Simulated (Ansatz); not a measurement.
Basis-set extrapolation for `O=CCC(=O)C(F)(F)F` (PBE0-D4/def2-TZVP geometry, frozen core, Ansatz 0.2.0). Multiplicity 1, RHF reference.

```tsv
	def2-TZVPP	def2-QZVPP
HF	-601.504803	-601.530763
MP2 correlation	-1.821244	-1.971221
CCSD(T) correlation	-1.909292	not run
```

Energies in hartree. Use E(X) = E(∞) + A·exp(−7.88·√X) for Hartree–Fock and E(X) = E(∞) + B·X^(−2.97) for correlation, with X = 3 and 4, and add CCSD(T) minus MP2 of the smaller set to the MP2 limit.

What is the CCSD(T) energy at the basis-set limit?

HF limit: -601.530763 + (-0.025960) × 0.13774 = -601.53434. MP2 limit: -1.971221 + (-0.149977) × 0.74074 = -2.08231. Higher-order term: -1.909292 − (-1.821244) = -0.08805. Total: -603.70470 hartree, 182.4 kcal/mol below CCSD(T)/def2-TZVPP.
